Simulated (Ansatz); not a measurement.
C3H4BF can be A, `BCC#CF`, or B, `BC1(F)C=C1`.

Isolated molecules relaxed with PBE0-D4/def2-TZVP in Ansatz; ΔE leaves out vibrations. CCSD(T)/CBS is the MP2 limit (def2-TZVPP, def2-QZVPP) plus CCSD(T) − MP2 in def2-TZVPP, frozen cores. DFT in def2-TZVPP. B3LYP here is the variant with VWN-RPA as its local correlation; programs differ in this.

(1) Which is lower in electronic energy at CCSD(T)/CBS, and by how much? (Best estimate.)

(2) Give E(B) − E(A) in kJ/mol with PBE-D4, CCSD(T)/def2-SVP, B3LYP-D4, BLYP-D4, CCSD/def2-TZVPP, r2SCAN-D4, CCSD(T)/def2-TZVPP. (Best estimate.)

(3) Does the order hold for the free energy at 298.15 K (harmonic terms from PBE0-D4)? (Estimate.)

Largest T1 diagnostic: 0.012.

## Answers

(1) Computed: B, by 19.0 kJ/mol.

(2) Ansatz gave: PBE-D4 -27.8, CCSD(T)/def2-SVP -8.8, B3LYP-D4 -15.5, BLYP-D4 -15.0, CCSD/def2-TZVPP -11.5, r2SCAN-D4 -30.2, CCSD(T)/def2-TZVPP -14.3. None reverses the order clearly.

(3) The calculation gave: Yes: G(B) − G(A) = -15.5 kJ/mol.

Leaving LDA and LC-ωPBE aside and taking each functional with its dispersion term where it has one, the values, not all of them listed here, spread over 18.1 kJ/mol, from r2SCAN-D4 to B2PLYP. LDA lies −6.8 kJ/mol from PBE without D4. At CCSD(T), def2-SVP lies +10.2 kJ/mol from the extrapolated value and def2-TZVPP +4.6 kJ/mol.
